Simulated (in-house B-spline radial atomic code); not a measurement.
Ba⁺. Computed with a B-spline radial atomic code. Model: non-relativistic spherical atom: semilocal Troullier-Martins pseudo-atom, one channel per l, against all electrons, high spin, G0W0 and RPA with empty states to l = 8, local potential for every l without a channel, a model core (radius 0 = none) keeps its share of the functional.

Without relativity these are model numbers for so heavy an element.

What the tables leave out is listed at the end.

The pseudopotential gives back the lowest level of each angular momentum of its own functional in the configuration it was made in; a second state of the same l is only approximately right. Exact exchange, RPA and GW see the smooth pseudo-orbitals and miss the exchange with the core, for which the functional's share stands in. The column with an uncorrelated core keeps all orbitals and exact exchange, and so separates missing core correlation from pseudisation. Only the three outermost levels and the lowest empty one were computed. RPA here is direct RPA, with no exchange kernel, and its energies carry an (l + 1/2)⁻⁴ tail. A hybrid on a potential with a model core restores only its own semilocal share of the core's exchange.

Command:
```bash
python run_psgw.py task.json out
```
Settings (lengths in bohr, energies in hartree):
```
Z                      56
electrons              55
configuration          [Xe] 6s1
generated_in           [Xe] 6s2
functional             lda,vwn
core_shells            10
radius_factor          1.15
core_correction        True
ion_configuration      [Kr] 4d10 5s2 5p6
```

Run time, properties included: 61 s on 1 thread of Arm Neoverse N1, with other jobs on the host.

Given: made with LDA VWN5; model core radius 1.343 bohr; local radius 2.15 bohr; mean-field start PBE0.

Valence shells of the generating configuration: 5p, 6s.

Channel: s 3.4, p 1.93, d 2.766 (radii in bohr).

Computed: largest level miss in the spin-unpolarised generating configuration 0 eV; valence RPA correlation energy all-electron orbitals -0.26642 hartree; valence RPA correlation energy pseudo -0.36834 hartree; all-electron RPA polarisability, core included 76.441 bohr³; ionisation by mean-field all-electron 9.6691 eV; ionisation by mean-field pseudo minus all 0.248 eV; ionisation by RPA pseudo minus all 0.52 eV.

```tsv
level	occupied	mean-field all-electron (eV)	mean-field pseudo minus all (eV)	G0W0 all-electron (eV)	G0W0 uncorrelated core minus all (eV)	G0W0 pseudo minus all (eV)	exchange self-energy all-electron (eV)	exchange self-energy pseudo (eV)
6s up	1	-8.0861	-0.19	-10.093	0.088	-0.433	-6.9161	-7.2027
```

Question: What is the pseudo-atom RPA polarisability?

Answer: 68.576 bohr³.

Question: What is the ionisation by RPA all-electron?

Answer: 10.064 eV.

Among the listed levels the largest G0W0 shift of the pseudo-atom is -0.43 eV, for 6s up on the PBE0 start, while leaving the core uncorrelated moves that level by +0.09 eV. So pseudisation and the lost core exchange, not the missing core correlation, make the error. Not in the tables (levels of low weight, unsolved or above zero; the highest and the empty levels are kept at any weight): the LDA start was refused, since an empty level lay at or below an occupied one; on PBE0 the G0W0 levels 5p down (pseudo minus all +1.29 eV, weights 0.66 and 0.78), 5p up (pseudo minus all +1.41 eV, weights 0.54 and 0.76), 5d up (pseudo minus all -0.59 eV, weights 0.40 and 0.62); no Hartree-Fock pseudo-atom is run with a model core.
